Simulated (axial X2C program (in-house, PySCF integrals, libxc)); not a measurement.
## Potential curves of GaTe⁺, spin-free

Calculated with an in-house relativistic program for diatomic molecules. Spin-free means the one-electron spin-free X2C Hamiltonian. Basis: Te dyall-cv3z [11s12p8d4f1g], Ga dyall-cv3z [9s9p7d4f1g] (cores contracted in-house); Gaussian nuclei, density fitting, unrestricted open shells. Masses: Te 129.906 u, Ga 68.926 u.

State: M_S = 1, Λ = 0 (beyond evenly filled blocks: π+α, π-α). Energies in eV from the fragments at the same level (Te + Ga+). Fits are polynomials in 1 − R0/R over 0.85 to 1.23 times the lowest point R0.

| R (Å) | HF | PW91 |
| --- | --- | --- |
| 2.6987 | -0.1072 | -0.7615 |
| 2.8228 | -0.3307 | -0.9375 |
| 2.9159 | -0.4416 | -1.0153 |
| 3.0089 | -0.5162 | -1.0586 |
| 3.1020 | -0.5628 | -1.0756 |
| 3.2106 | -0.5904 | -1.0708 |
| 3.3191 | -0.5969 | -1.0469 |
| 3.4587 | -0.5839 | -0.9978 |
| 3.6293 | -0.5479 | -0.9216 |
| 3.8775 | -0.4772 | -0.8002 |

The state is a single determinant with fixed occupations, the lowest that a limited PBE0 search found. De is counted from the lowest determinant-based energies of the atoms at the same level, without counterpoise correction. PBE0 can misorder states that lie within some tenths of an eV, so this need not be the ground state of the molecule. The nearest other spin-free determinant of the search, M_S = 0, Λ = 2, lies 0.95 eV up at the distance of the search. At some level and bond length an empty orbital lies below a filled one. Spin-free De lacks the spin–orbit lowering of the heavy p-block atom, a tenth of an eV or more for 4p and 5p, up to an eV for 6p and one to two eV for 7p atoms, less what an open-shell molecule gains itself.

**Question.** What are Re, ωe and De at the HF level?

**Answer.** At HF, spin-free: Re = 3.306 Å, ωe ≈ 89.3 cm⁻¹, De = 0.60 eV to Te + Ga+; Be follows as 0.0343 cm⁻¹.

**Question.** Fit the PW91 curve near its minimum: give the equilibrium distance, the harmonic wavenumber and the well depth.

**Answer.** At PW91, spin-free: Re = 3.132 Å, ωe ≈ 112 cm⁻¹, De = 1.08 eV to Te + Ga+; Be follows as 0.0382 cm⁻¹.
